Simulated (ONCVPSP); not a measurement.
## What one change does to a pseudopotential (V (Z = 23), ONCV)

V, optimised norm-conserving Vanderbilt (ONCV), made with ONCVPSP 4.0.1 (PBEsol, fully relativistic). Core [Ne], reference 3s2 3p6 3d3 4s2. Waves: 3s+4s: rc 1.70 bohr, ncon 3, nbas 8, qcut 8.1 1/bohr, 2 projectors; 3p: rc 1.55 bohr, ncon 4, nbas 7, qcut 10.8 1/bohr, 2 projectors, debl 1.6 Ha; 3d: rc 1.55 bohr, ncon 4, nbas 8, qcut 8.9 1/bohr, local. Local part: the d channel. Core correction: Teter function, parameters optimised by the program.

Open shells are filled in proportion to 2j + 1.

In the p channel the program set the typed energies aside and used -1.605, 0.250 Ha (j = l + 1/2; the other j can differ).

All-electron outer shells of the reference configuration (PBEsol, scalar-relativistic, ld1.x):

```csv
shell,level (eV),outermost node (bohr),outermost maximum (bohr)
2p,-502.79,–,0.21
3s,-70.03,0.38,0.82
3p,-43.95,0.35,0.84
3d,-5.18,–,0.90
4s,-4.72,1.17,2.76
```

Change: d: rc 1.22.

Cutoffs: the cutoffs (Ha) at which the residual kinetic energy of the hardest occupied pseudo-wave falls to 1 and 0.1 mHa per electron; they do not see the model core or the augmentation charge, which bear on the density cutoff. Errors are all-electron minus pseudo energies relative to the spin-unpolarised reference configuration.

Task: What does the change do?

Result: The potential gets harder (33 Ha and 38 Ha → 79 Ha and 154 Ha); the bound ghost in s disappears; of the 4 tests that both files solve, the error grows in 4 and shrinks in 0 by more than 15 % and 0.3 meV (median size 91.4 → 117.6 meV); the range in which the p3/2 phases agree widens (upper end 2.2 → at the end of the scan); the range in which the p1/2 phases agree widens (upper end 2.2 → at the end of the scan). A smaller radius makes the pseudo-wave follow the all-electron one further in, where it bends more sharply, so more plane waves are needed. That the errors move this way runs against the usual rule that smaller radii transfer better.

```tsv
quantity	base	changed
cutoff, loose	33 Ha	79 Ha
cutoff, tight	38 Ha	154 Ha
loose cutoff by channel	s 17 Ha, p 25 Ha, d 33 Ha	s 17 Ha, p 25 Ha, d 79 Ha
bound ghosts	s	none
GHOST(+) flags under 300 eV	none	none
error for 3s2 3p6 3d3 4s1, meV [ΔE 7.75 eV]	-9.5	-13
error for 3s2 3p6 3d3 4s0, meV [ΔE 21.95 eV]	-151	-193
error for 3s2 3p6 3d2 4s0, meV [ΔE 50.80 eV]	-433	-517
error for 3s2 3p6 3d2 4s2 4p1, meV [ΔE 5.80 eV]	-32	-42
s: phases at 1.73 bohr within 0.05 rad from the reference energy up to (Ha; the scan ends near 5)	to the end of the scan	to the end of the scan
p3/2: phases at 1.58 bohr within 0.05 rad from the reference energy up to (Ha; the scan ends near 5)	2.2	to the end of the scan
p1/2: phases at 1.58 bohr within 0.05 rad from the reference energy up to (Ha; the scan ends near 5)	2.2	to the end of the scan
rms error of d²Exc/dni dnj with the model core, mHa	0.70	0.64
```

 A true bound ghost makes a file unfit for plane-wave use even where its test errors are small: the radial tests pick states by their node count and pass the ghost by.
